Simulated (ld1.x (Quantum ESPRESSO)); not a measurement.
## Building the ultrasoft potential for thallium (PBE, scalar-relativistic).

```json
{
 "Element": "thallium",
 "Generator": "ld1.x (Quantum ESPRESSO) 7.5",
 "Type": "ultrasoft",
 "Functional": "PBE",
 "Relativity": "scalar-relativistic",
 "Frozen core": "[Xe] 4f14 5d10",
 "Valence charge": "3",
 "Reference configuration": "6s2 6p1",
 "Partial waves": "6s (bound): rcut 2.10, rcutus 2.50 bohr; 6s channel at 1.3 Ry: rcut 2.10, rcutus 2.50 bohr; 6p (bound): rcut 2.25, rcutus 2.95 bohr; 6p channel at 0.65 Ry: rcut 2.25, rcutus 2.95 bohr",
 "Local potential": "all-electron potential smoothed inside 1.95 bohr (lloc = -1)",
 "Core correction": "a·sin(br)/r model core inside 1.20 bohr",
 "Augmentation charge": "built from norm-conserving waves at rcut, not smoothed further"
}
```

All-electron outer shells of the reference configuration (PBE, scalar-relativistic, ld1.x):

```
shell  level (eV)  outermost node (bohr)  outermost maximum (bohr)
   5p      -76.10                   0.50                      0.91
   5d      -15.49                   0.53                      1.11
   6s       -9.55                   1.04                      2.08
   6p       -2.37                   1.23                      2.91
```

Results:

| Quantity | Value |
| --- | --- |
| Cutoffs needed | 6 Ry and 6 Ry (the cutoffs (Ry, on a coarse ladder) from which the occupation-weighted sum of valence levels, in a spherical-Bessel basis at the reference potential, stays within 10 and 1 mRy of its value at 400 Ry) |
| Ghost test | ghost state, extra bound levels that the all-electron valence spectrum of the same l lacks: d at -1.54 eV; a true bound ghost makes a file unfit for plane-wave use (spherical-Bessel basis up to 400 Ry, 20 bohr box) |
| Configuration tests | test run stopped at test 1 of 7 (negative rho) |
| Lowest eigenvalue of the overlap operator | 0.32 (s channel) |

Generation and tests took about 2.4 s on one core of a shared server CPU.
